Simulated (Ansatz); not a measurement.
Spectroscopic constants of LiS+, multiplicity 3 (lowest of 2S+1 = 1, 3, 5 at CCSD(T)/def2-TZVPP on PBE0 minima; our sources give no spin for the ground state, which may be another).

Constants: fifth-degree fit in 1/R to seven points, most abundant isotopes. Runs in def2 and cc sets follow the lowest solution found near the PBE0 minimum.

Frozen-core correlation. CBS(a, b) extrapolates the correlation energy as X⁻³ and adds the Hartree–Fock energy of set b.

Run with Ansatz (a program for electronic structure). Each number belongs to the level named beside it.

### Question
What bond length and harmonic frequency does PBE/def2-TZVPP give?

### Answer
r_e = 2.467 Å, ω_e = 340 cm⁻¹.

### Question
What bond length and harmonic frequency does PBE0/def2-TZVPP give?

### Answer
r_e = 2.453 Å, ω_e = 347 cm⁻¹.

### Question
What bond length and harmonic frequency does CCSD(T)/CBS(aug-cc-pV(T+d)Z, aug-cc-pV(Q+d)Z) give?

### Answer
r_e = 2.486 Å, ω_e = 337 cm⁻¹.
